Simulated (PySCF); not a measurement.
BGeH₅O₂S, SMILES OB([S][GeH3])O. Atoms are numbered in the order given.

```xyz
10

Ge     1.3560     0.6092     0.0087
S      0.0042    -1.1283    -0.3091
B     -1.6467    -0.3739     0.0874
O     -2.6628    -1.1980     0.4359
O     -1.9108     0.9536     0.0473
H      0.7773     1.8377    -0.7311
H      1.4801     0.9385     1.5041
H      2.7130     0.2322    -0.5963
H     -2.3915    -2.1151     0.5306
H     -1.2133     1.4895    -0.3413
```

Geometry: PBE0-D3(BJ)/def2-SVP. The structure was generated by enumeration, and PubChem lists no compound with its InChIKey, so it may never have been made. The values are those of a single conformer.

All values below come from M06-2X/def2-TZVP run with PySCF.

Isolated molecule, no solvent.

**Question.** Estimate the frontier levels, gap, dipole moment and polarisability. (The exact figures need the calculation; the answer reports its results.)

**Answer.** 
The highest occupied level is -8.77 eV and the lowest empty level is 0.47 eV. The orbital gap is 9.23 eV and the dipole moment is 2.36 D. The quadrupole, principal values (traceless, Buckingham form, about the centre of nuclear charge) is -10.99, 0.22, 10.77 D·Å and the mean static polarisability is 70.5 bohr³ (10.45 Å³). The polarisability, principal values is 55.6, 68.1, 87.7 bohr³.
